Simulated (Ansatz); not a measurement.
`[CH3][Al]([NH2])[CH2]F` at its PBE0-D4/def2-TZVP geometry, where that method's forces vanish. The species carries charge 0 and has multiplicity 1.

```xyz
12

C    -0.3665    1.4486   -1.1429
Al   -0.1426   -0.1570   -0.0680
N    -1.1306   -1.6002   -0.3513
C     1.1914   -0.2812    1.3992
F     1.8960    0.9296    1.5094
H    -1.1444    1.3423   -1.9030
H    -0.6257    2.3056   -0.5136
H     0.5668    1.7104   -1.6509
H    -1.0703   -2.4633    0.1640
H    -1.8425   -1.6757   -1.0600
H     1.9318   -1.0753    1.2401
H     0.7366   -0.4835    2.3770
```

**Question.** What forces (eV/Å) does ωB97M-V/def2-TZVPP give on these atoms in the Gaussian-basis code of Ansatz? (An estimate is asked.)

**Answer.** Ansatz gave: 
```
C1   0.005  0.030 -0.010
Al2  0.055  0.065  0.025
N3  -0.007 -0.011 -0.002
C4  -0.161 -0.333  0.003
F5   0.127  0.246  0.006
H6   0.057  0.014  0.053
H7   0.018 -0.059 -0.050
H8  -0.070 -0.014  0.033
H9  -0.022  0.007 -0.027
H10  0.012 -0.025  0.025
H11 -0.063  0.067  0.026
H12  0.049  0.012 -0.081
```
